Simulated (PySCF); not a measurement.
Here is a job for PySCF.
```python
from pyscf import gto, scf, dft

mol = gto.Mole()
mol.atom = '''
    C     2.404242    0.020225    0.084820
    C     1.212010    0.010196    0.042759
    C    -0.262040   -0.002204   -0.009245
    F    -0.709841   -0.977049   -0.802178
    F    -0.787142   -0.193458    1.202069
    F    -0.739158    1.151695   -0.478781
'''
mol.basis = 'def2-svp'
mol.charge = 0
mol.spin = 1
mol.verbose = 4
mol.build()

mf = dft.UKS(mol)
mf.xc = 'pbe'
mf = mf.density_fit(auxbasis='def2-universal-jkfit')
mf.kernel()
```

Q: What is the computed total energy (DF-PBE/def2-SVP (PySCF))?

A: -412.9174 Eh

Q: Give the HOMO energy at the level DF-PBE/def2-SVP.

A: -7.96 eV

Q: Give the number of basis functions at the level DF-PBE/def2-SVP.

A: 84

These values belong to the state on which the SCF converged, which isn't shown to be the lowest.
